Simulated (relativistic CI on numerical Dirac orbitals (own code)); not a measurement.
# One change at a time: W⁴⁷⁺

Base calculation: Dirac-Coulomb-Breit CI, orbitals from a KLI potential per configuration, a model potential for QED, unscaled Slater integrals.

CI space (outside the closed core [Ne]): 3s²3p⁶3d⁹, 3s²3p⁵3d¹⁰, 3s3p⁶3d¹⁰, 3s²3p⁶3d⁸4s, 3s²3p⁶3d⁸4p, 3s²3p⁴3d¹⁰4s, 3s²3p⁶3d⁸4d, 3s²3p⁴3d¹⁰4p, 3s²3p⁵3d⁹4s, 3s²3p⁶3d⁸4f, 3s²3p⁴3d¹⁰4d, 3s3p⁵3d¹⁰4s, 3s²3p⁵3d⁹4p, 3s3p⁵3d¹⁰4p, 3s²3p⁶3d⁷4s², 3s²3p⁵3d⁹4d, 3s3p⁶3d⁹4s, 3s3p⁵3d¹⁰4d, 3s²3p⁶3d⁷4s4p, 3p⁶3d¹⁰4s, 3s²3p⁵3d⁹4f, 3s²3p⁶3d⁸5s, 3s²3p⁶3d⁷4p², 3s²3p⁶3d⁷4s4d, 3s3p⁶3d⁹4p, 3s²3p⁶3d⁸5p, 3p⁶3d¹⁰4p, 3s²3p⁵3d⁸4s², 3s²3p⁶3d⁸5d, 3s²3p⁶3d⁷4p4d, 3p⁶3d¹⁰4d, 3s²3p⁶3d⁸5f, 3s3p⁶3d⁹4d, 3s²3p⁶3d⁸5g, 3s²3p⁵3d⁸4s4p, 3s²3p⁶3d⁷4d². Levels of other configurations are missing.

The lowest level and the first level of each name with at least 55 % of one term (blank where a level has no safe partner in the second run):

| Level | Base (eV) | Shift (eV) |
| --- | --- | --- |
| 3s²3p⁶3d⁹ ²D5/2 | 0.00 | 0.00 |
| 3s²3p⁶3d⁹ ²D3/2 | 66.73 | -66.73 |
| 3s²3p⁵3d¹⁰ ²P°3/2 | 450.49 | -82.94 |
| 3s²3p⁵3d¹⁰ ²P°1/2 | 759.48 | -391.93 |
| 3s3p⁶3d¹⁰ ²S1/2 | 997.14 | -425.76 |
| 3s²3p⁶3d⁸4s ⁴F9/2 | 1607.34 | +170.03 |
| 3s²3p⁶3d⁸4s ²F7/2 | 1610.38 |  |
| 3s²3p⁶3d⁸4s ⁴F7/2 | 1673.25 |  |
| 3s²3p⁶3d⁸4s ⁴F5/2 | 1673.99 |  |
| 3s²3p⁶3d⁸4s ²G9/2 | 1688.44 | +109.06 |
| 3s²3p⁶3d⁸4s ²G7/2 | 1689.03 | +108.47 |
| 3s²3p⁶3d⁸4s ²P1/2 | 1689.92 | +105.22 |
| 3s²3p⁶3d⁸4p ²P°1/2 | 1732.11 |  |
| 3s²3p⁶3d⁸4s ⁴F3/2 | 1744.97 |  |

At this charge energies of transitions that change n are usually good to better than 1 %, and those within a shell (Δn = 0) to a few per cent.

Problem. One thing was changed in a second run, which moved the levels as shown. Which?
A. non-relativistic limit
B. one mean potential for all configurations
C. configuration mixing switched off
D. QED terms removed
E. Breit term removed

Solution. A. Non-relativistic limit. Without relativity the fine structure collapses and s electrons lose their extra binding.

LS names give the leading component of a level, which can be under half, so a name can repeat, a term be missing and a line seem to break the LS rules.
